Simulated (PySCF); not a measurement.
**Basis-set dependence of population analyses: `[NH3+][BH2-]CO`**

CH8BNO.
Numbering: `[NH3+:1][BH2-:2][CH2:3][OH:4]` (hydrogens: H5, H6, H7 on N1; H8, H9 on B2; H10, H11 on C3; H12 on O4)

PBE0 throughout (PySCF), one geometry, spherical d and f functions. Isolated species at its PBE0-D3(BJ)/def2-SVP geometry (one conformer only). Atoms taken as equivalent share a column and are averaged. The first 7 of 8 kinds of atom are listed.

Mulliken charges (e):

| basis | functions | N1 | B2 | C3 | O4 | H5/H6/H7 | H8/H9 | H10/H11 |
| --- | --- | --- | --- | --- | --- | --- | --- | --- |
| STO-3G | 28 | -0.419 | +0.047 | -0.158 | -0.312 | +0.259 | -0.110 | +0.047 |
| 6-31G | 52 | -0.879 | +0.149 | -0.234 | -0.650 | +0.374 | -0.086 | +0.146 |
| pcSseg-0 | 52 | -0.834 | +0.093 | -0.443 | -0.672 | +0.361 | -0.008 | +0.209 |
| 6-31G* | 72 | -0.877 | +0.032 | -0.197 | -0.678 | +0.390 | -0.076 | +0.143 |
| cc-pVDZ | 96 | +0.062 | -0.208 | +0.052 | -0.318 | +0.130 | -0.084 | +0.019 |
| def2-SVP | 96 | -0.025 | -0.206 | +0.057 | -0.378 | +0.156 | -0.071 | +0.022 |
| 6-311+G(2d,p) | 156 | -0.622 | -0.058 | -0.234 | -0.467 | +0.318 | -0.048 | +0.125 |
| aug-cc-pVDZ | 164 | -0.085 | -1.215 | +0.879 | -0.523 | +0.101 | +0.601 | -0.349 |
| def2-TZVP | 172 | -0.405 | -0.320 | -0.095 | -0.500 | +0.284 | -0.024 | +0.096 |
| IGLO-III | 220 | -0.551 | +0.018 | -0.214 | -0.485 | +0.298 | -0.078 | +0.098 |
| cc-pVTZ | 232 | -0.019 | -0.271 | -0.074 | -0.382 | +0.157 | -0.035 | +0.063 |

IAO charges (e):

| basis | functions | N1 | B2 | C3 | O4 | H5/H6/H7 | H8/H9 | H10/H11 |
| --- | --- | --- | --- | --- | --- | --- | --- | --- |
| STO-3G | 28 | -0.371 | -0.178 | -0.260 | -0.368 | +0.269 | -0.040 | +0.109 |
| 6-31G | 52 | -0.452 | -0.216 | -0.209 | -0.550 | +0.297 | -0.033 | +0.131 |
| pcSseg-0 | 52 | -0.422 | -0.229 | -0.204 | -0.533 | +0.290 | -0.034 | +0.128 |
| 6-31G* | 72 | -0.435 | -0.204 | -0.180 | -0.554 | +0.290 | -0.039 | +0.120 |
| cc-pVDZ | 96 | -0.427 | -0.225 | -0.178 | -0.554 | +0.289 | -0.034 | +0.120 |
| def2-SVP | 96 | -0.417 | -0.221 | -0.173 | -0.552 | +0.288 | -0.038 | +0.118 |
| 6-311+G(2d,p) | 156 | -0.449 | -0.223 | -0.187 | -0.579 | +0.297 | -0.033 | +0.128 |
| aug-cc-pVDZ | 164 | -0.445 | -0.226 | -0.185 | -0.578 | +0.296 | -0.033 | +0.127 |
| def2-TZVP | 172 | -0.450 | -0.222 | -0.185 | -0.576 | +0.297 | -0.033 | +0.127 |
| IGLO-III | 220 | -0.451 | -0.223 | -0.187 | -0.580 | +0.298 | -0.033 | +0.128 |
| cc-pVTZ | 232 | -0.449 | -0.223 | -0.186 | -0.574 | +0.297 | -0.034 | +0.127 |

Hirshfeld charges (e):

| basis | functions | N1 | B2 | C3 | O4 | H5/H6/H7 | H8/H9 | H10/H11 |
| --- | --- | --- | --- | --- | --- | --- | --- | --- |
| STO-3G | 28 | +0.004 | -0.052 | -0.036 | -0.202 | +0.144 | -0.126 | -0.005 |
| 6-31G | 52 | -0.062 | -0.059 | -0.067 | -0.243 | +0.150 | -0.112 | +0.025 |
| pcSseg-0 | 52 | -0.060 | -0.059 | -0.076 | -0.230 | +0.150 | -0.114 | +0.023 |
| 6-31G* | 72 | -0.064 | -0.061 | -0.070 | -0.234 | +0.149 | -0.112 | +0.023 |
| cc-pVDZ | 96 | -0.079 | -0.055 | -0.085 | -0.216 | +0.153 | -0.112 | +0.022 |
| def2-SVP | 96 | -0.080 | -0.058 | -0.086 | -0.223 | +0.155 | -0.112 | +0.024 |
| 6-311+G(2d,p) | 156 | -0.102 | -0.041 | -0.087 | -0.231 | +0.153 | -0.104 | +0.027 |
| aug-cc-pVDZ | 164 | -0.108 | -0.043 | -0.091 | -0.228 | +0.154 | -0.101 | +0.029 |
| def2-TZVP | 172 | -0.102 | -0.046 | -0.088 | -0.229 | +0.154 | -0.105 | +0.027 |
| IGLO-III | 220 | -0.109 | -0.044 | -0.090 | -0.229 | +0.155 | -0.102 | +0.028 |
| cc-pVTZ | 232 | -0.102 | -0.046 | -0.088 | -0.225 | +0.155 | -0.106 | +0.026 |

Some averages cover members that differ in this geometry, most widely: H8/H9, Mulliken in aug-cc-pVDZ +0.534 to +0.668; H5/H6/H7, Mulliken in aug-cc-pVDZ +0.045 to +0.138; H5/H6/H7, Mulliken in 6-311+G(2d,p) +0.300 to +0.348; H5/H6/H7, Hirshfeld in pcSseg-0 +0.128 to +0.162 e.

Which scheme is steadiest as the basis changes?

Largest range over the bases for any column: Hirshfeld 0.11 e, IAO 0.21 e, Mulliken 1.36 e. Hirshfeld charges move least and Mulliken charges most, counted in e. Without the minimal STO-3G basis the ranges are Hirshfeld 0.05, IAO 0.05, Mulliken 1.36 e.

How much do the charges still move between the two largest bases, IGLO-III and cc-pVTZ?

At most, over all atoms: Mulliken 0.533 e, IAO 0.006 e, Hirshfeld 0.007 e.

What do the same runs give for the total energy, the frontier levels and the dipole moment?

```json
{"basis": "STO-3G", "energy (Eh)": "-194.9711", "HOMO (eV)": "-3.27", "LUMO (eV)": "8.20", "μ (D)": "4.60"}
{"basis": "6-31G", "energy (Eh)": "-197.4538", "HOMO (eV)": "-6.59", "LUMO (eV)": "1.49", "μ (D)": "3.83"}
{"basis": "pcSseg-0", "energy (Eh)": "-197.0572", "HOMO (eV)": "-6.76", "LUMO (eV)": "1.11", "μ (D)": "3.82"}
{"basis": "6-31G*", "energy (Eh)": "-197.5021", "HOMO (eV)": "-6.55", "LUMO (eV)": "1.59", "μ (D)": "3.85"}
{"basis": "cc-pVDZ", "energy (Eh)": "-197.5266", "HOMO (eV)": "-6.65", "LUMO (eV)": "0.96", "μ (D)": "3.88"}
{"basis": "def2-SVP", "energy (Eh)": "-197.3723", "HOMO (eV)": "-6.72", "LUMO (eV)": "0.95", "μ (D)": "3.88"}
{"basis": "6-311+G(2d,p)", "energy (Eh)": "-197.5841", "HOMO (eV)": "-6.96", "LUMO (eV)": "-0.40", "μ (D)": "3.70"}
{"basis": "aug-cc-pVDZ", "energy (Eh)": "-197.5476", "HOMO (eV)": "-6.95", "LUMO (eV)": "-0.58", "μ (D)": "3.66"}
{"basis": "def2-TZVP", "energy (Eh)": "-197.5974", "HOMO (eV)": "-6.92", "LUMO (eV)": "0.29", "μ (D)": "3.72"}
{"basis": "IGLO-III", "energy (Eh)": "-197.6066", "HOMO (eV)": "-6.95", "LUMO (eV)": "-0.04", "μ (D)": "3.69"}
{"basis": "cc-pVTZ", "energy (Eh)": "-197.5942", "HOMO (eV)": "-6.88", "LUMO (eV)": "0.39", "μ (D)": "3.73"}
```

The dipole is fixed by the density alone, so its range of 0.94 D shows that the density itself changes with the basis, not only its division among atoms.
